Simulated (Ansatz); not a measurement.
Geometry optimisation, Ansatz, RKS r2SCAN-D4/6-31G.

Input file:

```yaml
crystal:
  periodic: [false, false, false]
  atoms:
    - { symbol: C, position_ang: [-0.8908, 1.1257, 0.4527] }
    - { symbol: B, position_ang: [0.5041, 0.9517, -0.1775] }
    - { symbol: P, position_ang: [1.4093, -0.7197, 0.0468] }
    - { symbol: "N", position_ang: [0.2117, -1.7029, -0.6779] }
    - { symbol: H, position_ang: [-1.2839, 2.1947, 0.2061] }
    - { symbol: H, position_ang: [-0.9008, 1.0365, 1.5381] }
    - { symbol: H, position_ang: [-1.6219, 0.4468, -0.0025] }
    - { symbol: H, position_ang: [1.0817, 1.8598, -0.7488] }
    - { symbol: H, position_ang: [0.9779, -0.8975, 1.4648] }
    - { symbol: H, position_ang: [0.3351, -2.7051, -0.3918] }
    - { symbol: H, position_ang: [0.243, -1.6468, -1.6893] }
basis:
  gaussian: { orbitals: "6-31G" }
hamiltonian:
  xc: r2scan
  dispersion: d4
relax:
  f_tol: 0.02
  max_steps: 50
```

Command:

```bash
$ ansatz run input.yaml --threads 1 --pin off --max-ram 2048MiB --backend cpu --events-out ev --progress --plain --runs-dir out
```

**Question.** Where does it end, and by what steps?

**Answer.** The forces met the threshold. The force dipped under the threshold on the way, but the program's further checks kept it going. Limits of this set-up: no polarisation functions. After 23 steps the energy has fallen by 1.267 eV; H9 moved furthest, 1.79 Å.

```tsv
step	energy less start (eV)	largest force component (eV/Å)	accepted
0	0.0000	3.544	yes
1	-0.4078	1.549	yes
2	-0.5376	0.648	yes
3	-0.5680	0.296	yes
4	-0.5839	0.775	yes
5	-0.6027	0.325	yes
6	-0.6610	0.377	yes
7	-0.7314	0.585	yes
8	-0.8168	0.892	yes
9	-0.9106	0.713	yes
10	-1.0427	0.729	yes
11	-1.1281	0.477	yes
12	-1.1939	0.594	yes
13	-1.2360	0.500	yes
14	-1.2515	0.339	yes
15	-1.2101	0.726	no
16	-1.2619	0.161	yes
17	-1.2644	0.124	yes
18	-1.2660	0.066	yes
19	-1.2663	0.034	yes
20	-1.2665	0.033	yes
21	-1.2666	0.019	yes
22	-1.2667	0.033	yes
23	-1.2668	0.018	yes
```

```xyz
11
Properties=species:S:1:pos:R:3
C -1.079 1.192 0.241
B 0.466 0.972 0.307
P 1.330 -0.493 -0.520
N 0.243 -1.869 -0.612
H -1.318 2.143 -0.260
H -1.470 1.301 1.267
H -1.625 0.381 -0.254
H 1.206 1.801 0.763
H 2.397 -0.876 0.379
H -0.287 -2.207 0.173
H 0.201 -2.402 -1.463
```

The run took 2.2 min on 1 CPU thread of a shared host.
